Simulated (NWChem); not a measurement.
System: C$_{3}$H$_{7}$FSi; SMILES FC1([SiH3])CC1

NWChem input:

```
start job
memory heap 200 mb stack 900 mb global 1100 mb
geometry units angstroms noautosym nocenter noautoz
  F      1.502708     0.615992     0.000000
  C      0.162253     0.305410     0.000000
  Si    -0.132231    -1.555878     0.000000
  C     -0.706261     1.269440     0.750264
  C     -0.706261     1.269440    -0.750264
  H      0.470465    -2.174758    -1.217513
  H     -1.609752    -1.785385     0.000000
  H      0.470465    -2.174758     1.217513
  H     -0.171783     2.081207     1.250986
  H     -1.580111     0.892864     1.290038
  H     -0.171783     2.081207    -1.250986
  H     -1.580111     0.892864    -1.290038
end
basis spherical
  F library def2-svp
  C library def2-svp
  Si library def2-svp
  H library def2-svp
end
dft
  xc m05-2x
  iterations 150
end
cosmo
  do_cosmo_smd true
  solvent water
end
task dft energy
```

Geometry: optimised at PBE0/def2-SVP. No frequency run checked for a minimum. Solvent: water.

Level: M05-2X/def2-SVP with SMD (1 M gas to 1 M solution), gas-phase geometry. Reactions with the solvent are ignored.

Task: Predict the main results of this run. (M05-2X/def2-SVP, SMD on the gas-phase geometry.) Quantities: solvation free energy (kcal/mol); cavity-dispersion-structure term (kcal/mol); dipole in solution (D).

Result: 
```json
{
  "solvation free energy (kcal/mol)": "0.7",
  "cavity-dispersion-structure term (kcal/mol)": "3.6",
  "dipole in solution (D)": "2.07"
}
```
